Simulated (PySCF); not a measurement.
SMILES [SiH2](O[SiH3])OC (CH₈O₂Si₂), GFN2-xTB optimised geometry.

```
13

C      2.93    -0.32     0.00
O      1.54    -0.32     0.00
Si     0.54     0.95     0.00
O     -0.95     0.34     0.01
Si    -2.09    -0.80    -0.01
H      3.32     0.17     0.90
H      3.32     0.21    -0.87
H      3.27    -1.36    -0.02
H      0.67     1.74    -1.23
H      0.68     1.75     1.22
H     -2.06    -1.47    -1.31
H     -3.32    -0.04     0.20
H     -1.84    -1.75     1.08
```

Density from PBE/def2-TZVP (PySCF 2.14.0) at that geometry.

Minimum of the electron density along straight lines between bonded atoms, close to the bond critical point (lines longer than 1.1 times the sum of covalent radii, or with two minima, are not listed):

```tsv
bond	length / Å	ρ at the minimum / e bohr⁻³	∇²ρ there / e bohr⁻⁵	position (fraction from the first atom)
C1–O2	1.393	0.264	-0.50	0.35
O2–Si3	1.619	0.145	0.91	0.59
Si3–O4	1.608	0.144	0.97	0.42
O4–Si5	1.619	0.139	0.92	0.58
C1–H6	1.093	0.281	-0.97	0.64
C1–H7	1.093	0.281	-0.97	0.64
C1–H8	1.091	0.284	-0.99	0.65
Si3–H9	1.461	0.128	0.15	0.50
Si3–H10	1.461	0.128	0.15	0.50
Si5–H11	1.463	0.126	0.16	0.50
Si5–H12	1.462	0.127	0.16	0.50
Si5–H13	1.462	0.127	0.16	0.50
```
